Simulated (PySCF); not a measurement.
Compound: CF3CH2CF3, C₃H₂F₆.
SMILES: `FC(F)(F)CC(F)(F)F`

Method used: wB97X-D/def2-SVPD in PySCF (dipole) on a GFN2-xTB geometry, gas phase.

Masses are those of the commonest isotopes; rigid-rotor values at the optimised geometry. 

**Question.** Give the principal moments of inertia and the rotational constants in GHz.

**Answer.** Ia = 171.41, Ib = 473.87, Ic = 481.26 u·Å²; 505379 MHz·u·Å²/I gives 2948, 1066 and 1050 MHz, that is A = 2.9484, B = 1.0665, C = 1.0501 GHz.

**Question.** Classify the top.

**Answer.** A near-prolate asymmetric top; Ray's κ = -0.983.

**Question.** Is it planar, by Δ = Ic − Ia − Ib?

**Answer.** Not planar: Δ = Ic − Ia − Ib = -164.02 u·Å². For a rigid frame Δ = −2 Σ m c², so Σ m c² = 82.01 u·Å² lies off the ab plane: 5.00 from hydrogen and 77.01 from heavier atoms. The atom farthest from that plane is 1.58 Å away.

**Question.** Give the other two planar moments, Paa and Pbb, and the rms extents of the mass along the axes.

**Answer.** Paa = Σ m a² = (Ib + Ic − Ia)/2 = 391.86 and Pbb = Σ m b² = (Ia + Ic − Ib)/2 = 89.40 u·Å². With the mass M = 152.01 u, the rms extents √(P/M) along a, b and c are 1.61, 0.77, 0.73 Å.

**Question.** Predict some low-J microwave lines.

**Answer.** The dipole components are |μa| = 0.00 D, |μb| = 0.00 D, |μc| = 2.10 D; the symmetry axis of this C2v structure is c, so μa and μb vanish by symmetry and there are no a-type or b-type lines. Some lines, for components of 0.1 D or more:

```csv
type,branch,"J(Ka,Kc)",MHz,lower level (cm⁻¹)
c,Q,"4(1,4) ← 4(0,4)",1810,0.706
c,Q,"3(1,3) ← 3(0,3)",1841,0.424
c,Q,"5(2,4) ← 5(1,4)",5548,1.126
c,Q,"2(2,1) ← 2(1,1)",5646,0.276
c,R,"3(1,2) ← 2(0,2)",8289,0.212
c,Q,"5(3,3) ← 5(2,3)",9448,1.311
c,Q,"4(3,2) ← 4(2,2)",9449,0.958
c,R,"2(2,0) ← 1(1,0)",9895,0.134
c,R,"2(2,1) ← 1(1,1)",9912,0.133
c,R,"3(2,2) ← 2(1,2)",12045,0.274
c,R,"5(1,4) ← 4(0,4)",12597,0.706
c,Q,"5(4,2) ← 5(3,2)",13230,1.626
c,Q,"4(4,1) ← 4(3,1)",13230,1.273
c,R,"4(2,2) ← 3(1,2)",14089,0.488
c,R,"4(2,3) ← 3(1,3)",14186,0.485
c,R,"3(3,0) ← 2(2,0)",15800,0.464
c,R,"5(2,3) ← 4(1,3)",16175,0.772
c,R,"4(3,1) ← 3(2,1)",17917,0.676
c,R,"5(3,2) ← 4(2,2)",20033,0.958
c,R,"4(4,0) ← 3(3,0)",21697,0.991
c,R,"5(4,2) ← 4(3,2)",23814,1.273
```

No GFN2-xTB frequencies stand behind this structure, so it isn't proved a minimum. These are rigid-rotor constants of the computed structure; measured ground-state constants (B0) also hold zero-point vibration.

Conformer computed: `[F:1][C:2]([F:3])([F:4])[CH2:5][C:6]([F:7])([F:8])[F:9]`: F1–C2–C5–C6 180°, C2–C5–C6–F7 61°.
